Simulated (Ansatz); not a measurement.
Basis-set extrapolation for CH4FO2Si, SMILES `CO[SiH]([O])F` radical (PBE0-D4/def2-TZVP geometry, frozen core, Ansatz). Multiplicity 2, UHF reference.

```json
{"": "HF", "def2-TZVPP": "-578.543414", "def2-QZVPP": "-578.567232"}
{"": "MP2 correlation", "def2-TZVPP": "-0.954036", "def2-QZVPP": "-1.035814"}
{"": "CCSD(T) correlation", "def2-TZVPP": "-1.020931", "def2-QZVPP": "not run"}
```

Energies in hartree. Use E(X) = E(∞) + A·exp(−7.88·√X) for Hartree–Fock and E(X) = E(∞) + B·X^(−2.97) for correlation, with X = 3 and 4, and add CCSD(T) minus MP2 of the smaller set to the MP2 limit.

What is the CCSD(T) energy at the basis-set limit?

HF limit: -578.567232 + (-0.023818) × 0.13774 = -578.57051. MP2 limit: -1.035814 + (-0.081778) × 0.74074 = -1.09639. Higher-order term: -1.020931 − (-0.954036) = -0.06690. Total: -579.73380 hartree, 106.3 kcal/mol below CCSD(T)/def2-TZVPP.
